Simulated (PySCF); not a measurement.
A geometry optimisation, step by step.

Compound: pyrimidine-1-oxide, C4H4N2O.
Bonds: O1–N2, N2–C3 (aromatic), C3–C4 (aromatic), C4–C5 (aromatic), C5–N6 (aromatic), N6–C7 (aromatic), N2–C7 (aromatic). Hydrogens: H8 on C3; H9 on C4; H10 on C5; H11 on C7.
Bond orders are those of one Lewis drawing.

Method: PySCF 2.14.0, PBE0-D3(BJ)/def2-SVP geometry optimisation, gas phase; density fitting, grid level 2; the optimiser is geomeTRIC in internal coordinates, started from a GFN2-xTB structure. The frame can shift and turn from step to step; on so coarse a grid that alone can change the energy by a few meV, and forces under 0.02 eV/Å are noise.

Step 0: E = -9220.8443 eV, largest atomic force 0.748 eV/Å
```
atom  x, y, z in Å  |  force x, y, z in eV/Å
O1      2.488    0.237   -0.006   -0.030  -0.051  -0.001
N2      1.254    0.048   -0.006    0.711   0.234   0.003
C3      0.372    1.080    0.026   -0.389   0.243   0.008
C4     -0.983    0.842    0.025    0.083  -0.378  -0.010
C5     -1.416   -0.477   -0.010    0.052   0.082   0.004
N6     -0.546   -1.478   -0.041   -0.274  -0.213  -0.007
C7      0.726   -1.211   -0.040   -0.118  -0.441  -0.009
H8      0.809    2.067    0.054    0.305   0.275   0.004
H9     -1.678    1.665    0.050   -0.298   0.405   0.015
H10    -2.460   -0.749   -0.012   -0.575  -0.014   0.000
H11     1.439   -2.022   -0.065    0.534  -0.140  -0.007
```

Step 1: E = -9220.8819 eV, largest atomic force 0.120 eV/Å
```
atom  x, y, z in Å  |  force x, y, z in eV/Å
O1      2.559    0.277    0.068   -0.061   0.003   0.000
N2      1.326    0.096    0.068    0.035  -0.005   0.000
C3      0.436    1.134    0.101    0.102   0.014   0.001
C4     -0.921    0.885    0.099   -0.074   0.094   0.003
C5     -1.359   -0.435    0.063   -0.080  -0.024   0.000
N6     -0.486   -1.442    0.031    0.023  -0.030   0.000
C7      0.792   -1.179    0.033    0.049   0.018  -0.001
H8      0.905    2.119    0.127   -0.023  -0.017  -0.001
H9     -1.622    1.724    0.126    0.027  -0.050  -0.002
H10    -2.424   -0.689    0.061    0.042   0.003   0.000
H11     1.557   -1.961    0.008   -0.041  -0.007   0.000
```

Step 2: E = -9220.8822 eV, largest atomic force 0.028 eV/Å
```
atom  x, y, z in Å  |  force x, y, z in eV/Å
O1      2.559    0.279    0.068   -0.002  -0.020  -0.001
N2      1.327    0.095    0.068    0.017   0.021   0.001
C3      0.437    1.134    0.101   -0.014  -0.011   0.000
C4     -0.922    0.887    0.099    0.012  -0.004   0.000
C5     -1.359   -0.435    0.063   -0.011   0.003   0.000
N6     -0.485   -1.442    0.031   -0.007  -0.005   0.000
C7      0.793   -1.180    0.033    0.014   0.024   0.001
H8      0.905    2.119    0.127   -0.003   0.000   0.000
H9     -1.622    1.723    0.126   -0.002  -0.003   0.000
H10    -2.423   -0.690    0.061    0.001  -0.002   0.000
H11     1.554   -1.964    0.008   -0.006  -0.004   0.000
```

Step 3: E = -9220.8821 eV, largest atomic force 0.056 eV/Å
```
atom  x, y, z in Å  |  force x, y, z in eV/Å
O1      2.561    0.276    0.068   -0.005   0.027   0.001
N2      1.329    0.097    0.068   -0.028  -0.033  -0.001
C3      0.438    1.135    0.101    0.000   0.002   0.000
C4     -0.922    0.886    0.099    0.007  -0.026  -0.001
C5     -1.361   -0.435    0.063    0.048   0.029   0.001
N6     -0.485   -1.441    0.031   -0.006  -0.001   0.000
C7      0.793   -1.177    0.033   -0.007  -0.025   0.000
H8      0.904    2.119    0.127    0.001   0.011   0.000
H9     -1.622    1.722    0.126   -0.009   0.019   0.001
H10    -2.424   -0.691    0.061   -0.011  -0.002   0.000
H11     1.552   -1.963    0.008    0.011  -0.002   0.000
```

Step 4: E = -9220.8822 eV, largest atomic force under 0.02 eV/Å
```
atom  x, y, z in Å  |  force x, y, z in eV/Å
O1      2.560    0.278    0.068    0.001   0.004   0.000
N2      1.328    0.096    0.068   -0.004  -0.007   0.000
C3      0.438    1.135    0.101   -0.001   0.001   0.000
C4     -0.922    0.886    0.099    0.003  -0.008   0.000
C5     -1.360   -0.435    0.063    0.008   0.005   0.000
N6     -0.485   -1.441    0.031   -0.004   0.000   0.000
C7      0.793   -1.178    0.033    0.000  -0.003   0.000
H8      0.904    2.119    0.127    0.001   0.002   0.000
H9     -1.622    1.723    0.126   -0.002   0.005   0.000
H10    -2.423   -0.690    0.061   -0.004   0.000   0.000
H11     1.553   -1.964    0.008    0.003   0.001   0.000
```

Problem. Summarise the path.

Solution. The energy falls by 0.0380 eV from step 0 to step 4; nine tenths of that is first reached at step 1. It never rises by more than 0.2 meV. The largest force goes from 0.748 to under 0.02 eV/Å. Among the bonds N2–C7 changes most, from 1.366 to 1.382 Å; the atoms move by 0.021 Å rms after alignment.

Problem. Follow the three bonds and two angles with the largest change from start to end.

Solution. 
| step | E above end (eV) | largest force (eV/Å) | N2–C7 (Å) | C5–H10 (Å) | C4–H9 (Å) | N6–C7–H11 (°) | N2–C7–H11 (°) |
| --- | --- | --- | --- | --- | --- | --- | --- |
| 0 | 0.0380 | 0.748 | 1.366 | 1.079 | 1.078 | 119.5 | 115.9 |
| 1 | 0.0003 | 0.120 | 1.383 | 1.095 | 1.093 | 122.7 | 112.9 |
| 2 | 0.0000 | 0.028 | 1.382 | 1.093 | 1.092 | 122.5 | 113.2 |
| 3 | 0.0001 | 0.056 | 1.382 | 1.093 | 1.091 | 122.3 | 113.2 |
| 4 | 0.0000 | under 0.02 | 1.382 | 1.093 | 1.091 | 122.4 | 113.3 |

The cost below is that of the whole optimisation. Time: 27 s wall; peak memory 0.63 GiB. Hardware: one thread, Arm Neoverse V1 (aarch64), shared host.
